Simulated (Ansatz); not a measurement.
Dissociation curve of B₂, triplet.

- UKS-PBE = Ansatz (a first-principles code) with unrestricted PBE/def2-SVP
- FCI = full CI/def2-SVP, frozen core (Ansatz)

Energies relative to the lowest point of each curve near equilibrium, in kcal/mol; the last columns give the error against full CI:

| R / Å | UKS-PBE | FCI | UKS-PBE − FCI |
|---|---|---|---|
| 1.21 | 80.3 | 86.5 | -6.2 |
| 1.30 | 40.1 | 44.3 | -4.2 |
| 1.38 | 18.6 | 21.4 | -2.8 |
| 1.44 | 8.8 | 10.7 | -1.9 |
| 1.53 | 1.4 | 2.1 | -0.8 |
| 1.57 | 0.2 | 0.6 | -0.4 |
| 1.61 | 0.0 | 0.0 | 0.0 |
| 1.64 | 0.4 | 0.2 | 0.2 |
| 1.71 | 2.7 | 2.0 | 0.7 |
| 1.78 | 6.4 | 5.4 | 1.0 |
| 1.86 | 11.6 | 10.5 | 1.1 |

UKS-PBE is furthest from FCI at 1.21 (-6.2 kcal/mol, below); its mean absolute error over the points is 1.7 kcal/mol.

The scan ran from 1.21 to 6.49 Å; beyond the distances shown full CI changes its symmetry label. The unrestricted determinant behind UKS-PBE is spin-contaminated at 1.21 to 1.86 Å (<S²> up to 2.9, against 2.00 for a pure triplet). Also computed but left out beside FCI, since their determinant holds another spin at the minimum (<S²> over 0.7 above the pure value): UHF, UMP2, UCCSD, UCCSD(T), UKS-PBE0, UKS-CAM-B3LYP, UHF/LANL2DZ.
